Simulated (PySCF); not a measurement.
**15N chemical shifts**

[PySCF: geometry: GFN2-xTB; shieldings: GIAO PBE0/pcSseg-1; relativity neglected; a single conformation; no solvent; one averaged value for each set of equivalent atoms]

Shieldings were converted by a linear fit to measured shifts: 15N (scatter 6.3 ppm rms vs CH3NO2, solution or neat liquid). Occasional misses reach two or three times the rms, and more in compound classes unlike the fitted ones.

**Question.** Give the 15N shifts of `CC(C)(CN)[SiH2]O`, `CC[C@@H](N)C[SiH2]O`, `CCN(C)[SiH2]OC`.

**Answer.** 
| compound | environment | δ (ppm) |
| --- | --- | --- |
| CC(C)(CN)[SiH2]O | amine nitrogen | -362.5 |
| CC[C@@H](N)C[SiH2]O | amine nitrogen | -331.3 |
| CCN(C)[SiH2]OC | nitrogen bonded to 2 C, Si | -366.2 |

**Question.** Match the shifts -16.8, -347.2, -368.2 ppm to `CNCCC[SiH2]O`, `C=C[Si@@](O)(C=O)[SiH2]N=C`, `CC[Si](N)(N)O[SiH3]`.

**Answer.** -16.8: C=C[Si@@](O)(C=O)[SiH2]N=C (imine nitrogen); -347.2: CNCCC[SiH2]O (amine nitrogen); -368.2: CC[Si](N)(N)O[SiH3] (nitrogen bonded to Si, 2 H).
